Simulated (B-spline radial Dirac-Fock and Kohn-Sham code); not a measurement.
**Photoionisation of tantalum ions at Al Kα (taken as 1486.9 eV)**

Model: Dirac-Hartree-Slater photoionisation with all multipoles and Dirac-Fock thresholds. Program: an atomic code on a B-spline grid. Cross sections in kb; a dash marks an empty subshell or a threshold above the photon energy.

| ion | configuration | total | 4f7/2 | 5s | 5p3/2 | 5d3/2 | 5d5/2 |
| --- | --- | --- | --- | --- | --- | --- | --- |
| Ta | [Xe] 4f14 5d3 6s2 | 482.3 | 65.0 | 4.97 | 10.3 | 1.60 | 2.20 |
| Ta²⁺ | [Xe] 4f14 5d3 | 482.5 | 65.0 | 4.97 | 10.4 | 1.85 | 2.61 |
| Ta³⁺ | [Xe] 4f14 5d2 | 482.1 | 65.1 | 5.02 | 10.6 | 1.41 | 2.01 |

Values without a named source are computed, but for edge energies of neutral atoms, which are taken from tables.
